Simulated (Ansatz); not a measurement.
Isolated molecules relaxed with PBE0-D4/def2-TZVP in Ansatz; ΔE leaves out vibrations. CCSD(T)/CBS is the MP2 limit (def2-TZVPP, def2-QZVPP) plus CCSD(T) − MP2 in def2-TZVPP, frozen cores. This one scheme is used for every species. DFT in def2-TZVPP. B3LYP here is the variant with VWN-RPA as its local correlation; programs differ in this. HSE06 is defined as in plane-wave codes. For Br, Ge outer-core shells are correlated without core-valence functions, which leaves a few kJ/mol of doubt a bond. Scalar relativity is left out up to krypton. One conformer a species, not always the lowest.

`C[O][GeH2][Br]` + H₂O → `C[O][GeH2][OH]` + HBr  (formal hydrolysis of a Ge–Br bond)

Task: Is it downhill or uphill in electronic energy at CCSD(T)/CBS, and by how much? (Estimate.)

Result: The calculation gave: Uphill: ΔE = +48.5 kJ/mol.

Task: What do these levels give: LDA (SPW92), BLYP-D4, HSE06-D4, ωB97X-V, B2PLYP, revPBE, BLYP, B3LYP, CAM-B3LYP, RPA@PBE/def2-TZVPP, HF/def2-SVP, MP2/def2-SVP? (Best estimate.)

Result: Computed: LDA (SPW92) 42.6, BLYP-D4 43.4, HSE06-D4 52.3, ωB97X-V 43.6, B2PLYP 43.0, revPBE 48.1, BLYP 40.4, B3LYP 43.1, CAM-B3LYP 38.5, RPA@PBE/def2-TZVPP 38.3, HF/def2-SVP 39.0, MP2/def2-SVP 33.8 kJ/mol.

Largest T1 diagnostic among the species: 0.012.

From PBE to PBE0 (25 % exact exchange), in def2-TZVPP and without D4, ΔE moves by +3.1 kJ/mol. The D4 term adds +3.0 kJ/mol with B3LYP and +1.6 kJ/mol with PBE0; it sums over pairs of atoms, weighted by their polarisabilities, and B3LYP, whose exchange is more repulsive, gets the larger term. At CCSD(T), def2-SVP lies −17.5 kJ/mol from the extrapolated value and def2-TZVPP −6.0 kJ/mol.
